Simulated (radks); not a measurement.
Question: The mean radii <r> (bohr) of the occupied orbitals of an atom or ion are listed with their occupations. Method: Dirac Kohn-Sham, BP86, spin-unpolarised, spherical densities, point nucleus; computed with a radial shooting solver on a logarithmic mesh with Libxc functionals.

| orbital | occ. | <r> |
|---|---|---|
| 1s1/2 | 2 | 0.01773 |
| 2s1/2 | 2 | 0.07424 |
| 2p1/2 | 2 | 0.06130 |
| 2p3/2 | 4 | 0.06949 |
| 3s1/2 | 2 | 0.1933 |
| 3p1/2 | 2 | 0.1835 |
| 3p3/2 | 4 | 0.1986 |
| 3d3/2 | 4 | 0.1734 |
| 3d5/2 | 6 | 0.1781 |
| 4s1/2 | 2 | 0.4316 |
| 4p1/2 | 2 | 0.4357 |
| 4p3/2 | 4 | 0.4692 |
| 4d3/2 | 4 | 0.4824 |
| 4d5/2 | 6 | 0.4937 |
| 5s1/2 | 2 | 1.001 |
| 5p1/2 | 2 | 1.089 |
| 4f5/2 | 6 | 0.5507 |
| 4f7/2 | 8 | 0.5587 |
| 5p3/2 | 3 | 1.183 |
| 5d3/2 | 4 | 1.562 |
| 5d5/2 | 2 | 1.605 |

Name the element and its charge. Open shells, if any, fill j = l - 1/2 first.

Answer: Z = 76, osmium, charge +3: Os3+ in [Kr] 4d10 4f14 5s2 5p5 5d6. The 1s radius gives Z: for a bare nucleus <r> = (2 gamma + 1)/(2Z) with gamma = sqrt(1 - (Z/c)^2), 0.01753 bohr for Z = 76, and screening makes it slightly larger (0.01773 here). The occupations add up to 73, and the charge is Z minus that.
